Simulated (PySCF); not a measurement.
GeN: from constants to spectrum

ROHF constants of GeN, ²Π (doublet), unpaired electrons π ↑ (PySCF, scalar-relativistic core potentials, basis sets Ge aug-cc-pVDZ-PP with ECP10, N aug-cc-pVDZ; masses 73.9212 and 14.0031 u):

| Quantity | Value |
| --- | --- |
| ωe | 955.4 cm⁻¹ |
| ωexe | 3.54 cm⁻¹ |
| Be | 0.48754 cm⁻¹ |
| αe | 0.00275 cm⁻¹ |
| De to Ge + N | 0.238 eV |

(1) What force constant and bond length do these constants imply?

(2) Estimate the centrifugal constant D from the Kratzer relation and find the Dunham coefficient a1.

Spin–orbit coupling is left out. Hartree–Fock leaves out correlation, which carries a large part of most bond energies and some tenths to 1 eV of ionisation energies. The state is the lowest determinant that a PBE0 search found; another state may lie lower at other levels.

Answers

(1) Reduced mass μred = 11.773 u; k = 5.8918×10⁻⁷·μred·ωe² (u, cm⁻¹, mdyn/Å) = 6.33 mdyn/Å; Re = √(16.8576/(μred·Be)) (u, cm⁻¹, Å) = 1.714 Å.

(2) D = 4Be³/ωe² = 5.08e-07 cm⁻¹; a1 = −1 − αeωe/(6Be²) = -2.84.
